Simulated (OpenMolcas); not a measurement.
4d ions of charge +4 along the row

```yaml
Program: OpenMolcas 26.06
Method: MS-CASPT2, IPEA 0.25 Eh, imaginary shift 0.1 Eh
Basis: ANO-RCC-VQZP
Scalar_Hamiltonian: DKH2, point nucleus
Spin-orbit_coupling: state interaction with AMFI integrals over the reference wave functions, term energies averaged over their components
```

Active space: the 4d shell; CASPT2 also correlates the outermost closed s and p core shells.

B and C come from two terms' centres of gravity (d2, d8: 3P = 15B, 1G = 12B + 2C; d3, d7: 4P = 15B, 2G = 4B + 3C; d4, d6: 3G = 9B + 4C, 3H = 4B + 4C; d5: 4D = 17B + 5C, 4G = 10B + 5C, above the ground term), where all their levels are at least 80 % pure. ζ = ±2S·A comes from the whole width of the ground multiplet by E(J) = (A/2) J(J+1), where its levels are at least 85 % pure. Energies in cm-1.

```
 Ion  Configuration  Lowest level  Weight (%)    B     C     ζ  ζ measured
Tc4+            4d3        4F 3/2          99  732  3057  1068            
Ru4+            4d4           5D0          97             1366            
Rh4+            4d5        6S 5/2          99                             
Pd4+            4d6           5D4          98             1666            
Ag4+            4d7        4F 9/2          96             1972        2028
```

Measured columns use the levels in the list in Gamrath, thesis, University of Mons (2023) (Ag4+).

The computed ζ goes from 1068 (Tc4+) to 1972 cm-1 (Ag4+), a factor of 1.85, rising at every step.

CASPT2 breaks the degeneracy within a term, and the mean is taken; among the low terms the widest spread is 2000 cm-1 (4d6 1I, Pd4+). The CASPT2 spread within a term exceeds the gap to the next term for 4d4 3D and 4d4 1I, 4d4 1I and 4d4 1G(1), 4d4 3P(2) and 4d4 3F(2), so the order of their levels is uncertain, and so are names and mixing where such terms share a J (figures for Ru4+; the like holds for Rh4+, Pd4+). Blocks of more than 70 roots (2S+1 = 2 even) ran without multistate coupling (holds for Rh4+). Measured partners are found by configuration, term and J. A level has none where our copy of the source lacks it or the pairing is in doubt (some pairs that miss far off the trend of their configuration count as doubtful), and it then counts in no deviation. Levels of configurations outside the active space are missing.

A number in round brackets counts repeated terms of one configuration in the order of the reference energies.
